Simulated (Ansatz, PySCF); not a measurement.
PbCl2, SMILES [Cl][Pb][Cl] (connectivity only; charge and spin as stated), neutral, multiplicity 1.

Geometry: B3LYP-D3(BJ)/def2-TZVP. The isomer is the one that the SMILES or the coordinates give; other isomers of the formula were not compared. The def2 effective core potentials stand for the cores of Pb; spin–orbit coupling is left out.

Vertical ionisation energy (IE) and electron affinity (EA) in eV. Rows of orbital energies are one-electron estimates. Where ΔSCF, EOM or ADC give a negative EA the extra electron is unbound and the value depends on the basis.

```
level                                                                    IE    EA
--------------------------------------------------------------------  -----  ----
−ε(HOMO), −ε(LUMO), CAM-B3LYP/def2-TZVPD (PySCF)                       9.52  2.43
−ε(HOMO), −ε(LUMO), PBE/def2-TZVPD (PySCF)                             7.12  3.89
ΔSCF, PBE0/def2-TZVPD (Ansatz), final states of multiplicity 2 and 2  10.27  1.51
ΔSCF, PBE/def2-TZVPD (Ansatz), final states of multiplicity 2 and 2       …     …
```

### Question
Some entries are withheld; supply them. (An estimate is asked for; the answer gives what the named calculation found.)

### Answer

- ΔSCF, PBE/def2-TZVPD (Ansatz, a first-principles code), final states of multiplicity 2 and 2, IE: 10.01
- ΔSCF, PBE/def2-TZVPD (Ansatz), final states of multiplicity 2 and 2, EA: 1.37

### Question
What vertical singlet–triplet gap does ΔSCF give with PBE0/def2-TZVPD (Ansatz) and with PBE/def2-TZVPD (Ansatz)? (Estimate from the structure and the level; the computed values follow.)

### Answer
3.36 and 3.31 eV (triplet above singlet where positive).
